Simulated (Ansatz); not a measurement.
Barrier from R1 to the saddle point P1, each structure at its B3LYP-D3(BJ)/def2-TZVP stationary point, reached from a drawn start; harmonic modes at that level show the others as minima.
P1, H4InSb, a first-order saddle point (one imaginary mode, 500i cm⁻¹) (charge 0, multiplicity 1):
```xyz
6

In    -1.4747     0.0000     0.0000
Sb     1.1958     0.0000     0.0000
H     -2.0962     1.5869     0.0000
H     -2.0962    -1.5869     0.0000
H      2.2357     1.3171     0.0000
H      2.2357    -1.3171     0.0000
```
R1, H4InSb (SMILES [InH2][SbH2]) (charge 0, multiplicity 1):
```json
[
 {"atom": "In", "x (Å)": "-1.1287", "y (Å)": "0.0000", "z (Å)": "-0.3532"},
 {"atom": "Sb", "x (Å)": "1.6830", "y (Å)": "0.0000", "z (Å)": "-0.4310"},
 {"atom": "H", "x (Å)": "-1.9961", "y (Å)": "1.5046", "z (Å)": "-0.3695"},
 {"atom": "H", "x (Å)": "-1.9961", "y (Å)": "-1.5046", "z (Å)": "-0.3695"},
 {"atom": "H", "x (Å)": "1.7189", "y (Å)": "1.2311", "z (Å)": "0.7616"},
 {"atom": "H", "x (Å)": "1.7189", "y (Å)": "-1.2311", "z (Å)": "0.7616"}
]
```

P less R. No zero-point or thermal terms; no spin–orbit coupling. No path was followed down from the saddle.

Correlated levels freeze the cores. In cc and def2 sets filled d and f shells under p-block atoms count as core.

Run with Ansatz (an electronic-structure program) with Gaussian orbitals. All values are computed, each at the level named. Elements past Kr take the def2 small-core potentials, without spin–orbit coupling.

Total energies in hartree:

```json
[
 {"structure": "P1", "PBE/def2-TZVPP": "-432.727845", "r2SCAN/def2-TZVPP": "-432.903658", "CCSD(T)/def2-QZVPP": "-431.017951"},
 {"structure": "R1", "PBE/def2-TZVPP": "-432.758974", "r2SCAN/def2-TZVPP": "-432.933989", "CCSD(T)/def2-QZVPP": "-431.048342"}
]
```

Problem. Work out the barrier height at each level in kJ/mol (1 hartree = 2625.49964 kJ/mol), and say how far PBE/def2-TZVPP lies from CCSD(T)/def2-QZVPP.

Solution. 
- PBE/def2-TZVPP: (-432.727845) − (-432.758974) = 0.031129 hartree = 81.7 kJ/mol
- r2SCAN/def2-TZVPP: (-432.903658) − (-432.933989) = 0.030331 hartree = 79.6 kJ/mol
- CCSD(T)/def2-QZVPP: (-431.017951) − (-431.048342) = 0.030391 hartree = 79.8 kJ/mol
PBE/def2-TZVPP less CCSD(T)/def2-QZVPP: 1.9 kJ/mol. CCSD(T)/def2-QZVPP is the level counted from, the highest shown, and no exact or measured value.
